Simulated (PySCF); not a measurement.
CH₇AlO₃Si, SMILES C[SiH2][O][Al]([OH])[OH], PBE0/def2-SVP optimised geometry.

```
13

Si    -1.62     1.23     0.04
C     -1.14     2.88    -0.71
O     -0.34     0.19     0.00
Al     0.54    -1.25     0.00
O      2.24    -1.25     0.00
O     -0.28    -2.73     0.00
H     -2.78     0.66    -0.71
H     -2.04     1.44     1.47
H     -0.31     3.34    -0.16
H     -0.84     2.76    -1.76
H     -1.99     3.58    -0.68
H      2.78    -0.46     0.01
H      0.17    -3.58     0.00
```

Density from PBE0/def2-TZVP (PySCF) at that geometry.

Minimum of the electron density along straight lines between bonded atoms, close to the bond critical point (lines longer than 1.1 times the sum of covalent radii, or with two minima, are not listed):

```tsv
bond	length / Å	ρ at the minimum / e bohr⁻³	∇²ρ there / e bohr⁻⁵	position (fraction from the first atom)
Si1–C2	1.871	0.123	0.18	0.39
Si1–O3	1.652	0.132	0.81	0.41
O3–Al4	1.689	0.109	0.82	0.57
Al4–O5	1.696	0.111	0.80	0.43
Al4–O6	1.693	0.112	0.81	0.43
Si1–H7	1.497	0.120	0.14	0.49
Si1–H8	1.498	0.120	0.14	0.49
C2–H9	1.101	0.266	-0.87	0.64
C2–H10	1.101	0.266	-0.87	0.64
C2–H11	1.102	0.265	-0.86	0.64
O5–H12	0.958	0.358	-2.45	0.81
O6–H13	0.958	0.358	-2.45	0.81
```
